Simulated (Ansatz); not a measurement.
**Scan of the F3–B2–S4 angle**

BHSF2 (SMILES FB(F)S), closed shell, at its PBE0-D4/def2-TZVP minimum:

```xyz
5
angstrom
F 0.4338 -1.7581 0.0891
B 0.0640 -0.4998 0.2177
F -0.4131 -0.1051 1.3824
S 0.2264 0.6104 -1.1903
H -0.2613 1.6789 -0.5403
```

The angle F3–B2–S4 (122.6° at the minimum) is set to the values below, F3, with anything bonded beyond it, turning rigidly in the plane of the angle. Each method's energies count from its own value at the PBE0-D4 minimum structure. Ansatz 0.2.0; basis: def2-TZVPP; cores frozen in the correlated methods. B3LYP uses VWN-RPA correlation.

```
angle (°)  CCSD(T) (kJ/mol)  r2SCAN-D4 (kJ/mol)  PBE0-D4 (kJ/mol)  PBE-D4 (kJ/mol)  wB97M-V (kJ/mol)
    104.6              51.8                50.0              49.5             47.9              49.4
    109.1              28.6                27.5              27.3             26.3              27.2
    113.6              12.6                12.1              12.0             11.4              11.9
    118.1               3.2                 3.0               3.0              2.8               2.9
    122.6               0.0                 0.0               0.0              0.0               0.0
    127.1               3.1                 3.1               3.0              3.1               3.1
    131.6              12.8                12.6              12.4             12.5              12.5
    136.1              29.7                29.1              28.7             28.8              28.8
    140.6              55.0                53.8              53.1             53.0              53.3
```

Largest difference from the CCSD(T) curve over the scan: B3LYP-D4 1.6; HF 4.7; MP2 0.5 kJ/mol. Each curve counts from its own value at the minimum.

No T1 diagnostic of these runs exceeds 0.013.

For scale, one of the runs: CCSD(T)/def2-TZVPP, 149 basis functions (an equivalent command: `ansatz run in.yaml --threads 2`). Time: 24 s of wall clock on 2 CPU threads; the host was shared. Peak host memory: 1 GiB.
